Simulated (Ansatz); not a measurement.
```xyz
3

Ni    0.0000    0.0000    0.0000
F     0.0000    0.0000    1.7100
F     0.0000    0.0000   -1.7100
```

Basis set: pcseg-2 (spherical functions). Charge 0, multiplicity 3.

Computed with Ansatz (development build ahead of 0.2.0); each method stands on the lowest determinant of its kind that the runs found.

The atomization energy at this shape (free ground-state atoms in the same class of orbitals less the molecule, no zero-point energy) of triplet NiF₂:

```
method  atomization energy
  ROHF        620.7 kJ/mol
```

Q: What does UHF give?

A: 597.7 kJ/mol. Caution: other spin multiplicities may lie lower.

The shape needn't be a minimum at these levels.
